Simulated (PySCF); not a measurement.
C₂H₈SeSi, SMILES [SiH3]CC[SeH], GFN2-xTB optimised geometry.

```
12

Si     0.77    -1.64     0.05
C      0.06     0.13     0.00
C     -1.45     0.13     0.00
Se    -2.23     1.96     0.00
H      0.31    -2.30     1.27
H      0.29    -2.37    -1.12
H      2.23    -1.54     0.03
H      0.43     0.65    -0.89
H      0.43     0.70     0.86
H     -1.85    -0.33     0.90
H     -1.85    -0.38    -0.87
H     -1.59     2.37    -1.23
```

Density from PySCF with PBE0/def2-TZVP at that geometry.

Minimum of the electron density along straight lines between bonded atoms, close to the bond critical point (lines longer than 1.1 times the sum of covalent radii, or with two minima, are not listed):

```json
[
 {"bond": "Si1–C2", "length / Å": "1.907", "ρ at the minimum / e bohr⁻³": "[?]", "∇²ρ there / e bohr⁻⁵": "0.15", "position (fraction from the first atom)": "0.39"},
 {"bond": "C2–C3", "length / Å": "1.510", "ρ at the minimum / e bohr⁻³": "[?]", "∇²ρ there / e bohr⁻⁵": "-0.62", "position (fraction from the first atom)": "0.49"},
 {"bond": "C3–Se4", "length / Å": "1.986", "ρ at the minimum / e bohr⁻³": "0.140", "∇²ρ there / e bohr⁻⁵": "-0.14", "position (fraction from the first atom)": "0.48"},
 {"bond": "Si1–H5", "length / Å": "1.464", "ρ at the minimum / e bohr⁻³": "0.124", "∇²ρ there / e bohr⁻⁵": "0.20", "position (fraction from the first atom)": "0.49"},
 {"bond": "Si1–H6", "length / Å": "1.464", "ρ at the minimum / e bohr⁻³": "0.124", "∇²ρ there / e bohr⁻⁵": "0.20", "position (fraction from the first atom)": "0.49"},
 {"bond": "Si1–H7", "length / Å": "1.461", "ρ at the minimum / e bohr⁻³": "0.124", "∇²ρ there / e bohr⁻⁵": "0.19", "position (fraction from the first atom)": "0.49"},
 {"bond": "C2–H8", "length / Å": "1.093", "ρ at the minimum / e bohr⁻³": "0.274", "∇²ρ there / e bohr⁻⁵": "-0.92", "position (fraction from the first atom)": "0.64"},
 {"bond": "C2–H9", "length / Å": "1.092", "ρ at the minimum / e bohr⁻³": "0.275", "∇²ρ there / e bohr⁻⁵": "-0.93", "position (fraction from the first atom)": "0.64"},
 {"bond": "C3–H10", "length / Å": "1.091", "ρ at the minimum / e bohr⁻³": "0.281", "∇²ρ there / e bohr⁻⁵": "-0.97", "position (fraction from the first atom)": "0.65"},
 {"bond": "C3–H11", "length / Å": "1.091", "ρ at the minimum / e bohr⁻³": "0.282", "∇²ρ there / e bohr⁻⁵": "-0.98", "position (fraction from the first atom)": "0.65"},
 {"bond": "Se4–H12", "length / Å": "1.447", "ρ at the minimum / e bohr⁻³": "0.183", "∇²ρ there / e bohr⁻⁵": "[?]", "position (fraction from the first atom)": "0.62"}
]
```

Question: What belongs in the gaps?

Answer: 
- Si1–C2, ρ at the minimum / e bohr⁻³: 0.116
- C2–C3, ρ at the minimum / e bohr⁻³: 0.251
- Se4–H12, ∇²ρ there / e bohr⁻⁵: -0.32
